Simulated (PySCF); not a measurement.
# Dipole response of N²⁺ (nitrogen, charge +2)

[He] 2s2 2p1, 2P determinant. Calculation: PySCF 2.14, in dyall-av2z (11s7p2d, 42 functions); no relativity, point nucleus. Coupled (time-dependent) response in atomic units; α is the mean over directions. A double-zeta set is small for polarisabilities.

```json
{"method": "UHF", "mean α (bohr³)": "2.707", "α xx, yy, zz": "2.817, 2.489, 2.817", "C₆ (like pair)": "3.824", "S(−4)": "9.066"}
{"method": "PBE", "mean α (bohr³)": "2.584", "α xx, yy, zz": "2.697, 2.359, 2.697", "C₆ (like pair)": "3.660", "S(−4)": "6.863"}
{"method": "PBE0", "mean α (bohr³)": "2.597", "α xx, yy, zz": "2.713, 2.367, 2.713", "C₆ (like pair)": "3.675", "S(−4)": "7.048"}
{"method": "revPBE", "mean α (bohr³)": "2.591", "α xx, yy, zz": "2.704, 2.367, 2.704", "C₆ (like pair)": "3.684", "S(−4)": "6.850"}
{"method": "CAM-B3LYP", "mean α (bohr³)": "2.592", "α xx, yy, zz": "2.712, 2.352, 2.712", "C₆ (like pair)": "3.659", "S(−4)": "6.965"}
```

S(−4) is the Cauchy moment in α(ω) = α(0) + S(−4) ω² + …

α(iu) at CAM-B3LYP:

```tsv
u (hartree)	α(iu) (bohr³)
0	2.592
0.0500	2.575
0.100	2.525
0.200	2.350
0.300	2.121
0.500	1.660
0.750	1.222
1.00	0.9289
1.50	0.5874
2.00	0.4048
3.00	0.2255
5.00	0.09959
```

A single London oscillator, α(iu) = α/(1 + u²/ω²), gives C₆ = (3/4) ω α². Matching the computed C₆ needs ω = 4 × 3.659 / (3 × 2.592²) = 0.726 hartree.

For an ion, C₆ is the dispersion term alone; charge-induced terms of lower order in 1/R come first.

The components differ because the open shell of this determinant is not spherical; for a pure term their mean is the scalar polarisability.
